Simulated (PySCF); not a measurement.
## Polarisability and C₆ of Re⁺ (rhenium, charge +1)

[Xe] 4f14 5d5 6s1, high-spin 7S determinant. Calculation: PySCF 2.14, in aug-cc-pVQZ-PP with ECP60MDF; scalar relativity through the core potential. Coupled (time-dependent) response in atomic units; α is the mean over directions.

```tsv
method	mean α (bohr³)	C₆ (like pair)	S(−4)
PBE0	31.27	263.3	382.7
```

S(−4) is the Cauchy moment in α(ω) = α(0) + S(−4) ω² + …

α(iu) at PBE0:

```tsv
u (hartree)	α(iu) (bohr³)
0	31.27
0.0500	30.35
0.100	27.97
0.200	21.91
0.300	16.90
0.500	10.97
0.750	7.351
1.00	5.376
1.50	3.298
2.00	2.241
3.00	1.221
5.00	0.5152
```

A single London oscillator, α(iu) = α/(1 + u²/ω²), gives C₆ = (3/4) ω α². Matching the computed C₆ needs ω = 4 × 263.3 / (3 × 31.27²) = 0.359 hartree.

For an ion, C₆ is the dispersion term alone; charge-induced terms of lower order in 1/R come first.

Energies and moments cover only the electrons outside the core potential. Spin-orbit coupling, which splits the p, d and f shells strongly at this Z, is absent.
